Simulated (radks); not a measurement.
Species: Sm4+. Configuration: [Xe] 4f4 (the NIST ground configuration). All-electron calculation, scalar-relativistic Kohn-Sham, LDA (Slater exchange, Perdew-Wang correlation), spin-polarised, spherical densities, finite nucleus; open shells are filled with parallel spins first (spin-orbit coupling, left out, can overturn this in heavy ions); Fermi nuclear charge, rms radius 5.0819 fm. Program: a radial shooting solver on a logarithmic mesh with Libxc functionals.

Unscreened Slater integrals over Kohn-Sham orbitals (eV). They are taken over the spin-up orbitals.

| integral | value |
|---|---|
| F0(4f,4f) | 29.859 |
| F2(4f,4f) | 14.316 |
| F4(4f,4f) | 9.0046 |
| F6(4f,4f) | 6.4844 |
| F0(4f,5p) | 19.309 |
| F2(4f,5p) | 6.8451 |
| G2(4f,5p) | 3.4194 |
| G4(4f,5p) | 2.7024 |
| F0(4f,5s) | 21.275 |
| G3(4f,5s) | 3.9673 |
| F0(4f,4d) | 32.873 |
| F2(4f,4d) | 15.864 |
| F4(4f,4d) | 10.149 |
| G1(4f,4d) | 18.698 |
| G3(4f,4d) | 11.764 |
| G5(4f,4d) | 8.3238 |
| F0(5p,5p) | 16.157 |
| F2(5p,5p) | 8.7606 |
| F0(5p,5s) | 17.100 |
| G1(5p,5s) | 11.540 |
| F0(5p,4d) | 20.083 |
| F2(5p,4d) | 5.8852 |
| G1(5p,4d) | 1.6661 |
| G3(5p,4d) | 1.6358 |
| F0(5s,5s) | 18.293 |
| F0(5s,4d) | 22.304 |
| G2(5s,4d) | 2.4402 |
| F0(4d,4d) | 36.941 |
| F2(4d,4d) | 18.789 |
| F4(4d,4d) | 12.578 |

Derived for the open shells (J is the average intra-shell exchange parameter used in DFT+U). 4f: F4/F2 = 0.629, F6/F2 = 0.453, J = (286 F2 + 195 F4 + 250 F6)/6435 = 1.161 eV.
